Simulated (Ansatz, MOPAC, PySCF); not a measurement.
Noncovalent pair: stibine (SMILES [SbH3]) (first 4 atoms) with stibine (SMILES [SbH3]); geometry from B3LYP-D3(BJ)/def2-TZVP, rigid monomers moved along the line of their centres of mass till Sb1···Sb5 is 6.13 Å.
(charge 0, multiplicity 1):
```xyz
8

Sb     0.3451    -0.3220    -0.4202
H      1.6069    -0.2715     0.7382
H     -0.4480    -1.5696     0.4464
H     -0.5328     0.8779     0.4312
Sb    -0.7873     0.0341     5.5922
H     -0.3809     1.6389     5.1527
H     -1.4259     0.5644     7.0955
H     -2.3226     0.1684     4.8453
```

Monomers are frozen at their geometry in the pair; levels with a basis set take the counterpoise correction.

Cores are frozen in the correlated methods. Filled d and f shells under p-block atoms count as core. CBS: X⁻³ extrapolation of the correlation energy, Hartree–Fock from the larger set. The state reached by AM1 isn't checked.

The values were computed with Ansatz (Gaussian orbitals); MOPAC for AM1 (differences of heats of formation); PySCF for the dispersion terms. Each number belongs to the level named beside it. In def2 rows elements past Kr take small-core potentials, without spin–orbit coupling.

```csv
level,interaction energy (meV)
AM1,0.3
r2SCAN-D3(BJ)/def2-TZVPPD,-14.7
PBE0-D4/def2-TZVPPD,-18.3
wB97X-V/def2-TZVPPD,-12.7
MP2/def2-SVPD,(withheld)
SCS-MP2/def2-SVPD,-11.4
SCS-MP2/def2-TZVPPD,-11.6
CCSD(T)/def2-TZVPPD,-13.0
"CCSD(T)/CBS(def2-SVPD, def2-TZVPPD)",-12.9
```

Task: Complete the blanks.

Result: 
- MP2/def2-SVPD, interaction energy (meV): -14.1

Ansatz is a quantum-chemistry and plane-wave program.
